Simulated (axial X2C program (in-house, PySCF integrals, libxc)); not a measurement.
# Density and ELF of InS⁻

Computed with an in-house relativistic program for diatomic molecules. Spin-free means the one-electron spin-free X2C Hamiltonian. Basis: In dyall-acv3z [12s13p10d5f1g], S dyall-av3z [9s8p3d2f] (cores contracted in-house); Gaussian nuclei, density fitting, unrestricted open shells. Masses: In 114.904 u, S 31.972 u.

PBE0, spin-free, state M_S = 0, Λ = 0 (closed shell); In at z = 0, S at z = 2.327 Å.

The maps cover the half plane through the axis: z from -2.4 to 4.5 Å along the bond, ρ from 0.15 to 2.25 Å away from it (steps of 0.3 Å, the bottom row nearest the axis).

log10 of the density in e/bohr³:

digits 0 to 9 span -3.93 to 1.81 evenly
```
001111111111111111111000
011122222222222222211100
112222333322233333222110
112233333333333443332211
122333444443444444433211
223334556554445555443221
223344677754455565543321
223345679765555786544321
```

Electron localisation function (collinear form, no current term, damped to 0 at low density):

digits 0 to 9 span 0.00 to 1.00 evenly
```
013454421111122332210000
246776542211234444321100
478887543222345666543200
789886432222456777764310
899874322212467888876421
899863234321478778887531
999852477741476002887531
999743637361471872687632
```

The state is a single determinant with fixed occupations, the lowest that a limited PBE0 search found.
